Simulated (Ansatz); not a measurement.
One change: `[OH][SnH]([OH])[Cl]` becomes `OC(O)Cl`.

Ansatz, PBE0-D4/def2-TZVP geometries, multiplicity 1. Each molecule was computed in one conformer, which needn't be the lowest.

Elements past krypton have def2 core potentials.

```csv
property,`[OH][SnH]([OH])[Cl]`
LUMO energy (PBE/def2-TZVPP) / eV,-2.31
HOMO energy (PBE0/def2-TZVPP) / eV,-9.05
LUMO energy (ωB97M-V/def2-TZVPP) / eV,0.61
size of the dipole moment (B3LYP/def2-TZVPP) / D,0.75
HOMO–LUMO gap (PBE/def2-TZVPP) / eV,5.05
HOMO energy (PBE/def2-TZVPP) / eV,-7.36
```

(1) Give the same properties after the change, and the shifts. (Best estimate.)

Results:

(1) Ansatz gave: 
```json
{"property": "LUMO energy (PBE/def2-TZVPP) / eV", "`OC(O)Cl`": "-0.32", "shift": "1.99"}
{"property": "HOMO energy (PBE0/def2-TZVPP) / eV", "`OC(O)Cl`": "-8.61", "shift": "0.44"}
{"property": "LUMO energy (ωB97M-V/def2-TZVPP) / eV", "`OC(O)Cl`": "2.25", "shift": "1.64"}
{"property": "size of the dipole moment (B3LYP/def2-TZVPP) / D", "`OC(O)Cl`": "2.17", "shift": "1.42"}
{"property": "HOMO–LUMO gap (PBE/def2-TZVPP) / eV", "`OC(O)Cl`": "6.68", "shift": "1.63"}
{"property": "HOMO energy (PBE/def2-TZVPP) / eV", "`OC(O)Cl`": "-7.00", "shift": "0.36"}
```

With PBE0 the HOMO rises by 0.44 eV and the LUMO rises by 2.12 eV, so the gap widens by about 1.68 eV. PBE moves the HOMO by 0.36 eV and ωB97M-V by 0.48 eV. Dipoles are sizes alone; their direction can turn.

B3LYP here is the variant with VWN-RPA as its local correlation; programs differ in this.
